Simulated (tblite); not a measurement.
Compound: C6H2N (doublet state).
Atom-mapped SMILES: `[CH:1]=[C:2]=[CH:3][C:4]#[C:5][C:6]#[N:7]` (hydrogens: H8 on C1; H9 on C3)

A start from a force field or distance geometry was refined with GFN2-xTB geometry optimisation, gas phase in tblite 0.8.0. Values at the start:

```tsv
coordinate	start
C1=C2	1.316 Å
C1–H8	1.103 Å
C2=C3	1.300 Å
C3–C4	1.415 Å
C3–H9	1.073 Å
C4≡C5	1.213 Å
C5–C6	1.410 Å
C6≡N7	1.181 Å
C1–C2–C3	177.8°
C2–C3–C4	118.1°
C3–C4–C5	179.7°
C4–C5–C6	178.0°
C5–C6–N7	179.4°
```

Question: How do these coordinates change at the GFN2-xTB level?

Answer: 
```json
{"coordinate": "C1=C2", "GFN2-xTB (Å or °)": "1.210", "change": "-0.106"}
{"coordinate": "C2=C3", "GFN2-xTB (Å or °)": "1.382", "change": "+0.082"}
{"coordinate": "C5–C6", "GFN2-xTB (Å or °)": "1.346", "change": "-0.064"}
{"coordinate": "C3–C4", "GFN2-xTB (Å or °)": "1.358", "change": "-0.057"}
{"coordinate": "C1–H8", "GFN2-xTB (Å or °)": "1.049", "change": "-0.054"}
{"coordinate": "C6≡N7", "GFN2-xTB (Å or °)": "1.155", "change": "-0.026"}
{"coordinate": "C4≡C5", "GFN2-xTB (Å or °)": "1.229", "change": "+0.016"}
{"coordinate": "C3–H9", "GFN2-xTB (Å or °)": "1.082", "change": "+0.009"}
{"coordinate": "C2–C3–C4", "GFN2-xTB (Å or °)": "122.1", "change": "+4.0"}
{"coordinate": "C1–C2–C3", "GFN2-xTB (Å or °)": "179.8", "change": "+2.0"}
{"coordinate": "C4–C5–C6", "GFN2-xTB (Å or °)": "179.2", "change": "+1.2"}
{"coordinate": "C5–C6–N7", "GFN2-xTB (Å or °)": "179.9", "change": "+0.5"}
{"coordinate": "C3–C4–C5", "GFN2-xTB (Å or °)": "179.8", "change": "+0.1"}
```

The energy falls by 132.9 kJ/mol over 57 L-BFGS steps, the largest force on an atom goes from 7.34 to 0.010 eV/Å, and the atoms move by 0.302 Å rms after alignment. The bond that changes most is C1=C2 (ends: carbon bonded to C and H; carbon bonded to 2 C), which shortens by 0.106 Å. Bonds longer at the end by more than 0.005 Å: 3 of 8; shorter: 5. Rotational constants go from 14323, 1010, 947.0 to 16128, 1008, 949.1 MHz.

Its GFN2-xTB frequencies are all real (lowest 70 cm⁻¹).

All values are computed, not measured.
